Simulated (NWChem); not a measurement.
# AlHOCl2; SMILES [OH][Al]([Cl])[Cl]

```xyz
5

Al     0.3510     0.0077     0.0000
Cl    -0.6805    -1.8236     0.0000
Cl    -0.7077     1.8125     0.0000
O      2.0524     0.0974     0.0000
H      2.6167    -0.6920     0.0000
```
Atoms are numbered in this order, from 1.

Geometry: optimised at PBE-D3(BJ)/def2-SVP.

Symmetry labels are those of Cs in the frame above (b1 and b2, or b-type labels, depend on it).

Question: List the 6 lowest vertical singlet excitations from Hartree-Fock/6-31+G* (spherical d), CIS (NWChem).

Answer: 
```json
[
 {"state": "S1", "energy (eV)": "8.28", "oscillator strength": "0.038", "symmetry": "a'", "leading excitation (squared amplitude)": "HOMO → LUMO (0.67)"},
 {"state": "S2", "energy (eV)": "8.43", "oscillator strength": "0.001", "symmetry": "a\"", "leading excitation (squared amplitude)": "HOMO−1 → LUMO (0.64)"},
 {"state": "S3", "energy (eV)": "8.56", "oscillator strength": "0.010", "symmetry": "a\"", "leading excitation (squared amplitude)": "HOMO−2 → LUMO (0.54)"},
 {"state": "S4", "energy (eV)": "8.81", "oscillator strength": "0.137", "symmetry": "a'", "leading excitation (squared amplitude)": "HOMO−3 → LUMO (0.64)"},
 {"state": "S5", "energy (eV)": "9.09", "oscillator strength": "0.000", "symmetry": "a\"", "leading excitation (squared amplitude)": "HOMO → LUMO+1 (0.59)"},
 {"state": "S6", "energy (eV)": "9.30", "oscillator strength": "0.294", "symmetry": "a\"", "leading excitation (squared amplitude)": "HOMO−5 → LUMO (0.46)"}
]
```
